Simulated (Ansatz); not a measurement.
Compare A (`C/C=C(\F)[SiH3]`) with its isomer B (`FC/C=C/[SiH3]`).

Isolated molecules relaxed with PBE0-D4/def2-TZVP in Ansatz; ΔE leaves out vibrations. CCSD(T)/CBS adds triple-zeta CCSD(T) − MP2 to the extrapolated MP2 energy (def2 sets, frozen cores). Double bonds are as drawn, so ΔE can hold a change between cis and trans. Functionals use def2-TZVPP. Each species was taken in one conformer, which may not be the lowest.

Task: Which isomer does CCSD(T)/CBS put lower? Give the gap. (An estimate is asked.)

Result: The calculation gave: A, by 1.7 kcal/mol.

Task: Give E(B) − E(A) in kcal/mol with r2SCAN-D4, PBE-D4, B2PLYP, LDA (SPW92), CCSD/def2-TZVPP, ωB97M-V, BLYP-D4. (Best estimate.)

Result: The calculation gave: r2SCAN-D4 3.1, PBE-D4 3.6, B2PLYP 2.1, LDA (SPW92) 4.2, CCSD/def2-TZVPP 1.2, ωB97M-V 2.3, BLYP-D4 3.3. None reverses the order clearly.

Task: Does the order hold for the free energy at 298.15 K (harmonic terms from PBE0-D4)? (Best estimate.)

Result: Ansatz gave: Yes: G(B) − G(A) = +2.2 kcal/mol, for one conformer each.

Largest T1 diagnostic: 0.012.

From PBE to PBE0 (25 % exact exchange), in def2-TZVPP and without D4, E(B) − E(A) moves by −1.0 kcal/mol. Leaving LDA and LC-ωPBE aside and taking each functional with its dispersion term where it has one, the values, not all of them listed here, spread over 2.1 kcal/mol, from BHLYP-D4 to PBE-D4.
